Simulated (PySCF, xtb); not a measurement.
Ga(F)(vinyl)(OH) (C₂H₄FGaO), SMILES C=[CH][Ga]([OH])[F].

GFN2-xTB (xtb) at its own geometry gives an orbital gap of 4.39 eV and a dipole moment of 3.32 D.

Geometry: PBE-D3(BJ)/def2-SVP. The structure was generated by enumeration; whether it is a known compound was not checked. Other conformers were not sampled.

Q: What does PBE/def2-TZVP run with PySCF give? (Estimate from the structure and the level; the computed values follow.)

A: gap 4.85 eV (levels -7.22 and -2.36 eV), dipole 1.77 D.
